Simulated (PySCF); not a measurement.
Gas-phase reaction: GeF₄ + 2 GeH₂ + O → GeO + 2 GeH₂F₂. Level: PBE0/def2-QZVP†; standard pressure 1 bar.

Method: PySCF energies plus ideal-gas RRHO corrections (1 bar). † marks an energy on the PBE0/def2-TZVP geometry and frequencies. Open shells (unrestricted): O (multiplicity 3, electronic degeneracy 9); the rest are closed-shell singlets. Spin-orbit splitting is ignored; it lowers the true energy and changes the entropy of O. Ge: all electrons, no relativistic terms. GeH₂, GeH₂F₂: computed as isolated molecules; such fragments, hydroxides, amides, oligomers or adducts are transient or little studied in the gas. The harmonic model lacks anharmonicity and excited electronic states, which grow with temperature; levels with a mode under 35 cm⁻¹ are left out.

```tsv
T (K)	1000/T (1/K)	log10 K
1200	0.8333	22.99
1400	0.7143	18.69
1600	0.6250	15.47
1800	0.5556	?
2000	0.5000	10.98
2500	0.4000	7.39
```

Problem. Fit log10 K = a + b·(1000/T) to the five rows, get the mean ΔH° and ΔS°, and predict log10 K at 1800 K.

Solution. Means: 1000/T = 0.6145, log10 K = 15.104. Sums of products about the means: Sxy = 4.21403, Sxx = 0.117064, so b = Sxy/Sxx = 36.00 and a = 15.104 − (36.00)×0.6145 = -7.02.
ΔH° = −R ln 10 × 1000 K × b = −19.145 × (36.00) = -689 kJ; ΔS° = R ln 10 × a = -134 J/K. The run's own values go from -691 kJ and -136 J/K at 1200 K to -684 kJ and -132 J/K at 2500 K.
Prediction at 1800 K: -7.02 + (36.00)×0.5556 = 12.98. The computed value is 12.97, 0.01 from the line.
For scale, ΔH°(298 K) is -688 kJ at this level, -686 kJ at ωB97M-V/def2-TZVP†, and runs from -1115 to -390 kJ over the 20 levels computed.
